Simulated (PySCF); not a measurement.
## Peak assignment

Structure with atom numbers: `[BH3-:1][N+:2]#[C:3][CH2:4][CH2:5][C:6]([F:7])([F:8])[F:9]`. Hydrogens are named by the atom that carries them.

PySCF 2.14.0 with density-fitted response routines calculation with σ from GIAO-PBE0/pcSseg-1, J: B3LYP/pcJ-1 (spin–dipole term only in couplings to heteroatoms) and PBE0-D3(BJ)/def2-SVP structure; no relativistic terms, one averaged value for each set of equivalent atoms, in vacuum, one computed conformer.

δ = σ(ref) − σ, references computed at the same level: 13C, 1H vs TMS.

(1) Assign these signals to the numbered atoms. 13C{1H} NMR (computed): δ 129.4 (C, q, J = 343.0 Hz), 114.1 (C), 32.5 (CH2, q, J = 33.6 Hz), 12.8 (CH2, q, J = 3.7 Hz).

(2) Assign these signals to the numbered atoms. 1H NMR (400 MHz, computed): δ 2.64 (tq, J = 8.2, 6.1 Hz, 2H), 2.18 (br, 3H), 2.18 (qt, J = 8.8, 8.2 Hz, 2H).

## Answers

(1) 
129.4 → C6, CF3 carbon: 3 electronegative neighbours deshield it
114.1 → C3, nitrilium-type carbon
32.5 → C5, sp3 CH2: aliphatic region, no heteroatom directly attached
12.8 → C4, sp3 CH2 α to a nitrile: aliphatic region, no heteroatom directly attached

(2) 
2.64 → H(C4), hydrogen on an sp3 CH2 α to a nitrile
2.18 → H(B1), hydrogen on a boron bonded to N
2.18 → H(C5), hydrogen on an sp3 CH2

H(B1) and H(C5) lie closer than the usual error of such a calculation, so a measured spectrum could show them in the other order.

Hydrogens on boron are broadened and split by 11B (spin 3/2, 80 %) and 10B (spin 3). C–F couplings over four or more bonds (about 3 Hz to the para carbon of a fluoroarene) are left out. Common functionals overestimate the size of one-bond C–F couplings by tens of Hz; these are unscaled. Multiplet labels drop couplings under 1 Hz and merge nearly equal ones. Unscaled 3J(H,H) at this level run about 10 % above measured values. Shifts are as computed. Against solution values, carbons near 30 ppm lie about +2 ppm off and those near 130 ppm about +5 ppm. Of 1313 compounds with measured shifts, 239 miss one by over three times the rms of a fit or turn the order of signals round; such compounds aren't used in these exercises. Vicinal H,H couplings across rotating CH2–CH2 and CH–CH2 bonds are estimated from the computed gauche and anti values for equal rotamer populations, (2 J gauche + J anti)/3.
